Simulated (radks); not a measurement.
Valence configurations of Sn IV (all share [Kr]). Method: Dirac Kohn-Sham, PBE, spin-unpolarised, spherical densities, point nucleus; open shells are shared between the two j in proportion to 2j + 1; computed with a radial shooting solver on a logarithmic mesh with Libxc functionals. Energies are relative to 4d10 5s1; eigenvalues in eV.

[
 {"valence": "4d10 5s1", "E (eV)": "0.000", "e(4d3/2)": "-55.685", "e(4d5/2)": "-54.622", "e(5p1/2)": "-", "e(5p3/2)": "-", "e(5s1/2)": "-35.953"},
 {"valence": "4d8 5s1 5p2", "E (eV)": "64.987", "e(4d3/2)": "-68.750", "e(4d5/2)": "-67.576", "e(5p1/2)": "-31.948", "e(5p3/2)": "-30.870", "e(5s1/2)": "-41.556"},
 {"valence": "4d9 5s2", "E (eV)": "20.657", "e(4d3/2)": "-60.950", "e(4d5/2)": "-59.836", "e(5p1/2)": "-", "e(5p3/2)": "-", "e(5s1/2)": "-38.041"},
 {"valence": "4d9 5p2", "E (eV)": "40.139", "e(4d3/2)": "-63.479", "e(4d5/2)": "-62.357", "e(5p1/2)": "-30.400", "e(5p3/2)": "-29.411", "e(5s1/2)": "-"},
 {"valence": "4d10 5p1", "E (eV)": "9.192", "e(4d3/2)": "-57.005", "e(4d5/2)": "-55.938", "e(5p1/2)": "-28.112", "e(5p3/2)": "-27.227", "e(5s1/2)": "-"},
 {"valence": "4d10 5s0.5 5p0.5", "E (eV)": "4.582", "e(4d3/2)": "-56.349", "e(4d5/2)": "-55.284", "e(5p1/2)": "-27.756", "e(5p3/2)": "-26.881", "e(5s1/2)": "-36.365"},
 {"valence": "4d9.5 5s1.5", "E (eV)": "9.935", "e(4d3/2)": "-58.305", "e(4d5/2)": "-57.217", "e(5p1/2)": "-", "e(5p3/2)": "-", "e(5s1/2)": "-37.000"},
 {"valence": "4d8 5p3", "E (eV)": "75.358", "e(4d3/2)": "-69.937", "e(4d5/2)": "-68.758", "e(5p1/2)": "-32.568", "e(5p3/2)": "-31.473", "e(5s1/2)": "-"},
 {"valence": "4d9 5s1 5p1", "E (eV)": "30.348", "e(4d3/2)": "-62.229", "e(4d5/2)": "-61.111", "e(5p1/2)": "-29.727", "e(5p3/2)": "-28.757", "e(5s1/2)": "-38.822"},
 {"valence": "4d9.5 5s0.5 5p1", "E (eV)": "19.377", "e(4d3/2)": "-59.605", "e(4d5/2)": "-58.512", "e(5p1/2)": "-28.922", "e(5p3/2)": "-27.994", "e(5s1/2)": "-37.799"}
]

NIST lists [Kr] 4d10 5s1 as the ground configuration; this level of theory agrees among the configurations tried. The energies are those of spherical spin-averaged densities, not of single terms.
